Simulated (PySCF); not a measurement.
Gas-phase reaction: TiCl₄.NH₃ + 5 NH → Ti(NH₂)₄ + 4 Cl + 2 N, at 1000 K and a standard pressure of 1 bar. Level: M06-2X/def2-TZVP†.

Energies from PySCF, thermal terms from the rigid-rotor harmonic-oscillator model, ideal gas at 1 bar. † marks an energy on the PBE0/def2-TZVP geometry and frequencies. Open shells (unrestricted): NH (multiplicity 3), Cl (multiplicity 2, electronic degeneracy 6), N (multiplicity 4); the rest are closed-shell singlets. Spin-orbit splitting is ignored; it lowers the true energy and changes the entropy of Cl. Adducts (TiCl₄.NH₃) have no counterpoise correction, and HF, PBE, BLYP, B3LYP and PBE0 lack dispersion. TiCl₄.NH₃, Ti(NH₂)₄: computed as isolated molecules; such fragments, hydroxides, amides, oligomers or adducts are transient or little studied in the gas. The harmonic model lacks anharmonicity and excited electronic states, which grow with temperature; levels with a mode under 35 cm⁻¹ are left out. Soft modes under 120 cm⁻¹ make the harmonic entropy rough for TiCl₄.NH₃.

```json
[
 {"species": "TiCl₄.NH₃", "E (Ha)": "-2747.06735", "H(1000 K) − E (kJ/mol)": "259.5", "S°(1000 K) (J/mol/K)": "602.2"},
 {"species": "NH", "E (Ha)": "-55.21649", "H(1000 K) − E (kJ/mol)": "49.2", "S°(1000 K) (J/mol/K)": "216.7"},
 {"species": "Ti(NH₂)₄", "E (Ha)": "-1073.36611", "H(1000 K) − E (kJ/mol)": "434.4", "S°(1000 K) (J/mol/K)": "629.6"},
 {"species": "Cl", "E (Ha)": "-460.13261", "H(1000 K) − E (kJ/mol)": "20.8", "S°(1000 K) (J/mol/K)": "193.4"},
 {"species": "N", "E (Ha)": "-54.58712", "H(1000 K) − E (kJ/mol)": "20.8", "S°(1000 K) (J/mol/K)": "178.5"}
]
```
E: electronic energy; H − E holds the zero-point and thermal terms. 1 Ha = 2625.5 kJ/mol.

**Question.** Work out ΔH°, ΔS°, ΔG° and log10 K from these numbers.

**Answer.** 1. ΔE = 1×(-1073.36611) + 4×(-460.13261) + 2×(-54.58712) − 1×(-2747.06735) − 5×(-55.21649) = 0.07901 Ha = 207.4 kJ.
2. Δ(H − E) = 1×(434.4) + 4×(20.8) + 2×(20.8) − 1×(259.5) − 5×(49.2) = 53.7 kJ, so ΔH° = 261.1 kJ.
3. ΔS° = 1×(629.6) + 4×(193.4) + 2×(178.5) − 1×(602.2) − 5×(216.7) = 74.5 J/K; the number of gas molecules changes by +1.
4. ΔG° = ΔH° − TΔS° = 261.1 − 1000×(74.5)/1000 = 186.6 kJ.
5. log10 K = −ΔG°/(RT ln 10) = -9.75, with RT ln 10 = 19.14 kJ/mol; at standard pressures the reactants are favoured.
6. A shift of 10 kJ in ΔE would move log10 K by 0.52 here.
For scale, ΔH°(298 K) is 246 kJ at this level, 267 kJ at ωB97M-V/def2-TZVP†, and runs from 137 to 328 kJ over the 18 levels computed.
